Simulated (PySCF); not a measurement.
Be(OMe)(OSiH3) (CH6BeO2Si), SMILES C[O][Be][O][SiH3]. Heavy atoms are numbered as in [Be:1]([O:2][CH3:3])[O:7][SiH3:8]. Hydrogens are named by the atom that carries them.

Coordinates come from a r2SCAN-D4/def2-SVP optimisation. The values are those of a single conformer.

The numbers are results of PySCF with PBE/def2-TZVP, not measurements.

ESP charges are fitted to the potential on shells at 1.4 to 2.0 van der Waals radii. Atomic charges (e), one atom of each kind:

| atom | Mulliken | ESP fit |
|---|---|---|
| Be1 | 0.05 | 0.49 |
| O2 | -0.11 | -0.26 |
| C3 (CH3) | -0.21 | -0.35 |
| H on C3 | 0.11 | 0.13 |
| O7 | -0.10 | -0.34 |
| Si8 (SiH3) | 0.18 | 0.23 |
| H on Si8 | -0.04 | -0.06 |
